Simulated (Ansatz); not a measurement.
`CBO[SiH](O)F` and `O[SiH](O)F` differ in one atom or group.

Ansatz, PBE0-D4/def2-TZVP geometries, multiplicity 1. Each molecule was computed in one conformer, which needn't be the lowest.

```tsv
property	`CBO[SiH](O)F`
HOMO–LUMO gap (ωB97M-V/def2-TZVPP) / eV	12.59
size of the dipole moment (PBE/def2-TZVPP) / D	1.43
LUMO energy (PBE/def2-TZVPP) / eV	-1.24
HOMO energy (PBE/def2-TZVPP) / eV	-7.06
LUMO energy (PBE0/def2-TZVPP) / eV	-0.22
HOMO energy (ωB97M-V/def2-TZVPP) / eV	-10.89
```

Problem. Give the same properties after the change, and the shifts. (Best estimate.)

Solution. The calculation gave: 
```
                                      property  `O[SiH](O)F`  shift
       HOMO–LUMO gap (ωB97M-V/def2-TZVPP) / eV         14.18   1.59
size of the dipole moment (PBE/def2-TZVPP) / D          1.51   0.08
             LUMO energy (PBE/def2-TZVPP) / eV         -0.21   1.03
             HOMO energy (PBE/def2-TZVPP) / eV         -7.95  -0.89
            LUMO energy (PBE0/def2-TZVPP) / eV          0.70   0.92
         HOMO energy (ωB97M-V/def2-TZVPP) / eV        -12.02  -1.13
```

With PBE0 the HOMO falls by 1.09 eV and the LUMO rises by 0.92 eV, so the gap widens by about 2.01 eV. PBE moves the HOMO by -0.89 eV and ωB97M-V by -1.13 eV. Dipoles are sizes alone; their direction can turn.
